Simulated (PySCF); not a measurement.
**Polarisability and C₆ of Ne (neon, neutral)**

[Ne], closed-shell 1S. Computed with PySCF 2.14 in aug-cc-pVTZ with one added diffuse shell each of s, p, d, f type (6s5p4d3f, 62 functions), with the non-relativistic Hamiltonian (point nucleus). Coupled (time-dependent) response in atomic units; α is the mean over directions.

| method | mean α (bohr³) | C₆ (like pair) | S(−4) |
| --- | --- | --- | --- |
| UHF | 2.375 | 5.534 | 2.080 |
| PBE | 3.061 | 7.426 | 4.471 |
| PBE0 | 2.804 | 6.716 | 3.426 |
| B97-3 | 2.811 | 6.735 | 3.427 |
| BHandHLYP | 2.634 | 6.230 | 2.850 |

S(−4) is the Cauchy moment in α(ω) = α(0) + S(−4) ω² + …

Reference α: 2.661 bohr³ (recommended; Schwerdtfeger and Nagle, table of static dipole polarizabilities (2023 update)). Published C₆: 6.200 (Chu and Dalgarno (2004); Tang, Norbeck and Certain (1976)).

α(iu) at B97-3:

| u (hartree) | α(iu) (bohr³) |
| --- | --- |
| 0 | 2.811 |
| 0.0500 | 2.803 |
| 0.100 | 2.778 |
| 0.200 | 2.684 |
| 0.300 | 2.549 |
| 0.500 | 2.225 |
| 0.750 | 1.836 |
| 1.00 | 1.517 |
| 1.50 | 1.070 |
| 2.00 | 0.7890 |
| 3.00 | 0.4757 |
| 5.00 | 0.2252 |

A single London oscillator, α(iu) = α/(1 + u²/ω²), gives C₆ = (3/4) ω α². Matching the computed C₆ needs ω = 4 × 6.735 / (3 × 2.811²) = 1.14 hartree.
